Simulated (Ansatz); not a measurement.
System: CH₃Te, charge 0, doublet. CH3Te (SMILES [Te]C, doublet).
B3LYP-D3(BJ)/def2-TZVP minimum from Ansatz (a quantum-chemistry and plane-wave program):
```xyz
5

Te     0.2547     0.0887    -0.2003
C     -1.3803    -0.4786     1.0935
H     -1.0225    -1.1553     1.8637
H     -2.1075    -0.9922     0.4653
H     -1.8339     0.4091     1.5241
```
Charge 0, spin multiplicity 2.

Total energies in def2-SVP, 13 correlated electrons, 10 frozen orbitals. Radicals and triplets start from unrestricted determinants; spin-orbit coupling is neglected. Correlated methods leave the cores frozen (noble-gas shells, and filled d and f shells in the p block). Past Kr the def2 sets carry scalar-relativistic core potentials. Spin-orbit terms, left out, reach several kcal/mol for Br and I, and more for heavier atoms.

```tsv
method	program	energy (Eh)	minus CCSDT(Q) (mEh)
HF	Ansatz	-306.56688	264.35
MP2	Ansatz	-306.79362	37.62
CCSD	Ansatz	-306.82335	7.89
CCSD(T)	Ansatz	-306.83019	1.05
CCSDT(Q)	Ansatz	-306.83124	0.00
```

Rough core times of Ansatz's runs on a shared machine: CCSD(T) under 20 s, CCSDT(Q) 90 s.
